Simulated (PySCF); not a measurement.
Cl3Sb. Atoms are numbered in the order given.

```xyz
4

Sb     0.0000     0.0000     0.5806
Cl    -1.8035    -1.0413    -0.5806
Cl     0.0000     2.0825    -0.5806
Cl     1.8035    -1.0413    -0.5806
```

The structure is a stationary point at B3LYP-D3(BJ)/def2-SVP. The isomer is the one that the SMILES or the coordinates give; other isomers of the formula were not compared. The def2 effective core potentials stand for the cores of Sb; spin–orbit coupling is left out.

Level of theory: r2SCAN/def2-TZVPD (PySCF).

Mulliken values depend strongly on the basis, most of all with diffuse functions as here. ESP charges are fitted to the potential on shells at 1.4 to 2.0 van der Waals radii. Atomic charges (e):

| atom | Mulliken | ESP fit |
|---|---|---|
| Sb1 | 1.07 | … |
| Cl2 | -0.36 | … |
| Cl3 | -0.36 | … |
| Cl4 | -0.36 | … |

Question: Some entries are withheld; supply them. (An estimate is asked for; the answer gives what the named calculation found.)

Answer: 
- Sb1, ESP fit: 0.50
- Cl2, ESP fit: -0.17
- Cl3, ESP fit: -0.17
- Cl4, ESP fit: -0.17
